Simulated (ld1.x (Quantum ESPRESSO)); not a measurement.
# Building the TM potential for magnesium (Mg) (PBE, scalar-relativistic).

Input for ld1.x (Quantum ESPRESSO) 7.5:

```
&input
   title='Mg', zed=12., rel=1, dft='PBE', iswitch=3,
   config='[Ne] 3s2 3p0',
   nld=2, rlderiv=3.00, eminld=-2.0, emaxld=5.0, deld=0.02
 /
 &inputp
   pseudotype=2, tm=.true., lloc=0,
   nlcc=.false.,
   file_pseudopw='Mg.UPF', file_wfcaegen='ae.wfc', file_wfcncgen='nc.wfc', file_beta='beta', file_chi='chi'
 /
2
3P  2  1   0.00   0.00  2.75  2.75  0.0
3S  1  0   2.00   0.00  2.00  2.00  0.0
 &test
   configts(1)='3s2 3p0'
 /
```

Command:

```bash
ld1.x < Mg.in > Mg.out
```

Resulting log (shortened: banner, matrices, multipoles, cross overlaps and the repeated all-electron block are left out):

```
Program LD1 v.7.5
     --------------------------- All-electron run ----------------------------

     Mg
     scalar relativistic calculation

     atomic number is 12.00
     dft =PBE   lsd =0 sic =0 latt =0  beta=0.20 tr2=1.0E-14
     Exchange-correlation= PBE
                           (   1   4   3   4   0   0   0)
     mesh =1129 r(mesh) = 100.99726 a.u. xmin = -7.00 dx = 0.01250
     1 Ry =  13.60569312 eV, c = 137.03599908

     n l     nl                  e(Ry)          e(Ha)          e(eV)
     1 0     1S 1( 2.00)       -92.5826       -46.2913     -1259.6501
     2 0     2S 1( 2.00)        -5.8685        -2.9343       -79.8453
     2 1     2P 1( 6.00)        -3.4260        -1.7130       -46.6137
     3 0     3S 1( 2.00)        -0.3458        -0.1729        -4.7054
     3 1     3P 1( 0.00)        -0.0978        -0.0489        -1.3300

     final scf error:  8.8E-15 reached in  33 iterations

     Etot =    -400.560618 Ry,    -200.280309 Ha,   -5449.904849 eV

     Ekin =     401.022627 Ry,     200.511314 Ha,    5456.190804 eV
     Encl =    -960.774890 Ry,    -480.387445 Ha,  -13072.008314 eV
     Eh   =     191.866635 Ry,      95.933317 Ha,    2610.478556 eV
     Exc  =     -32.674991 Ry,     -16.337495 Ha,    -444.565895 eV

     normalization and overlap integrals

     s(1S/1S) =  1.000000  <r> =   0.1306  <r2> =    0.0230  r(max) =   0.0854
     s(2S/2S) =  1.000000  <r> =   0.6972  <r2> =    0.5856  r(max) =   0.5434
     s(2P/2P) =  1.000000  <r> =   0.6894  <r2> =    0.6113  r(max) =   0.4796
     s(3S/3S) =  1.000000  <r> =   3.1504  <r2> =   11.6544  r(max) =   2.5602
     s(3P/3P) =  1.000000  <r> =   4.5936  <r2> =   25.5117  r(max) =   3.4559

     ------------------------ End of All-electron run ------------------------

     --------------------- Generating NC pseudopotential ---------------------

      Generating local pot.: lloc=0, matching radius rcloc =   2.0000

      Wfc   3P  rcut= 2.760  Using Troullier-Martins method

     ------------------- End of pseudopotential generation -------------------

     Computing logarithmic derivative in   2.99326
     Computing logarithmic derivative in   2.99326
     Computing the partial wave expansion
       no projector for channel:   0
     R is outside the sphere for l=    1 j= 0.00

     ---------------------- Testing the pseudopotential ----------------------

     Mg
     scalar relativistic calculation

     atomic number is 12.00   valence charge is  2.00
     dft =PBE   lsd =0 sic =0 latt =0  beta=0.20 tr2=1.0E-14
     mesh =1129 r(mesh) = 100.99726 xmin = -7.00 dx = 0.01250

     n l     nl             e AE (Ry)        e PS (Ry)    De AE-PS (Ry)
     1 0     3S   1( 2.00)       -0.34584       -0.34584        0.00000
     2 1     3P   1( 0.00)       -0.09776       -0.09776       -0.00000

     eps = 1.4E-16  iter = 13

     Etot =    -400.560618 Ry,    -200.280309 Ha,   -5449.904849 eV
     Etotps =    -1.654135 Ry,      -0.827068 Ha,     -22.505660 eV

     Ekin =       0.472387 Ry,       0.236194 Ha,       6.427154 eV
     Encl =      -2.631357 Ry,      -1.315678 Ha,     -35.801432 eV
     Ehrt =       1.148093 Ry,       0.574046 Ha,      15.620595 eV
     Ecxc =      -0.643258 Ry,      -0.321629 Ha,      -8.751977 eV

     ---------------------- End of pseudopotential test ----------------------
```

Generation and configuration tests took about 1 s on one core of a shared server CPU.

Transferability test of the new file with ld1.x, input:

```
&input
   title='Mg', zed=12., rel=1, dft='PBE', iswitch=2,
   config='[Ne] 3s2 3p0'
 /
 &test
   file_pseudo='Mg.UPF', nconf=6,
   configts(1)='3s2 3p0',
   configts(2)='3s1 3p0',
   configts(3)='3s1.5 3p0',
   configts(4)='3s1 3p1',
   configts(5)='3s0 3p2',
   configts(6)='3s0 3p1'
 /
```

```bash
ld1.x < Mg.test.in > Mg.test.out
```

Pseudopotential blocks of its output, shortened (energy terms left out):

```
     ---------------------- Testing the pseudopotential ----------------------

     n l     nl             e AE (Ry)        e PS (Ry)    De AE-PS (Ry)
     1 0     3S   1( 2.00)       -0.34584       -0.34584        0.00000
     2 1     3P   1( 0.00)       -0.09776       -0.09776       -0.00000

     eps = 1.5E-16  iter = 13

     Etot =    -400.560618 Ry,    -200.280309 Ha,   -5449.904849 eV
     Etotps =    -1.654135 Ry,      -0.827068 Ha,     -22.505660 eV

     ---------------------- End of pseudopotential test ----------------------

          ---------------------- Testing the pseudopotential ----------------------

     n l     nl             e AE (Ry)        e PS (Ry)    De AE-PS (Ry)
     1 0     3S   1( 1.00)       -0.83627       -0.83317       -0.00310
     2 1     3P   1( 0.00)       -0.51801       -0.52104        0.00303

     eps = 1.1E-15  iter = 12

     Etot =    -399.975562 Ry,    -199.987781 Ha,   -5441.944747 eV
     Etotps =    -1.069761 Ry,      -0.534881 Ha,     -14.554840 eV
     dEtot_ae =       0.585057 Ry
     dEtot_ps =       0.584374 Ry,   Delta E=       0.000682 Ry

     ---------------------- End of pseudopotential test ----------------------

          ---------------------- Testing the pseudopotential ----------------------

     n l     nl             e AE (Ry)        e PS (Ry)    De AE-PS (Ry)
     1 0     3S   1( 1.50)       -0.58208       -0.58176       -0.00032
     2 1     3P   1( 0.00)       -0.29702       -0.29792        0.00090

     eps = 5.6E-15  iter = 14

     Etot =    -400.329531 Ry,    -200.164766 Ha,   -5446.760749 eV
     Etotps =    -1.423084 Ry,      -0.711542 Ha,     -19.362040 eV
     dEtot_ae =       0.231087 Ry
     dEtot_ps =       0.231052 Ry,   Delta E=       0.000035 Ry

     ---------------------- End of pseudopotential test ----------------------

          ---------------------- Testing the pseudopotential ----------------------

     n l     nl             e AE (Ry)        e PS (Ry)    De AE-PS (Ry)
     1 0     3S   1( 1.00)       -0.41683       -0.41406       -0.00276
     2 1     3P   1( 1.00)       -0.15220       -0.15193       -0.00027

     eps = 6.9E-15  iter = 23

     Etot =    -400.304013 Ry,    -200.152006 Ha,   -5446.413551 eV
     Etotps =    -1.398531 Ry,      -0.699266 Ha,     -19.027990 eV
     dEtot_ae =       0.256606 Ry
     dEtot_ps =       0.255604 Ry,   Delta E=       0.001002 Ry

     ---------------------- End of pseudopotential test ----------------------

          ---------------------- Testing the pseudopotential ----------------------

     n l     nl             e AE (Ry)        e PS (Ry)    De AE-PS (Ry)
     1 0     3S   1( 0.00)       -0.47341       -0.46234       -0.01107  !
     2 1     3P   1( 2.00)       -0.19565       -0.19287       -0.00277

     eps = 7.0E-15  iter = 32

     Etot =    -400.032668 Ry,    -200.016334 Ha,   -5442.721724 eV
     Etotps =    -1.132243 Ry,      -0.566122 Ha,     -15.404958 eV
     dEtot_ae =       0.527950 Ry
     dEtot_ps =       0.521892 Ry,   Delta E=       0.006058 Ry

     ---------------------- End of pseudopotential test ----------------------

          ---------------------- Testing the pseudopotential ----------------------

     n l     nl             e AE (Ry)        e PS (Ry)    De AE-PS (Ry)
     1 0     3S   1( 0.00)       -0.89735       -0.86751       -0.02984  !
     2 1     3P   1( 1.00)       -0.57386       -0.56299       -0.01087  !

     eps = 6.9E-15  iter = 32

     Etot =    -399.654539 Ry,    -199.827269 Ha,   -5437.577007 eV
     Etotps =    -0.760493 Ry,      -0.380246 Ha,     -10.347033 eV
     dEtot_ae =       0.906080 Ry
     dEtot_ps =       0.893643 Ry,   Delta E=       0.012437 Ry

     ---------------------- End of pseudopotential test ----------------------
```
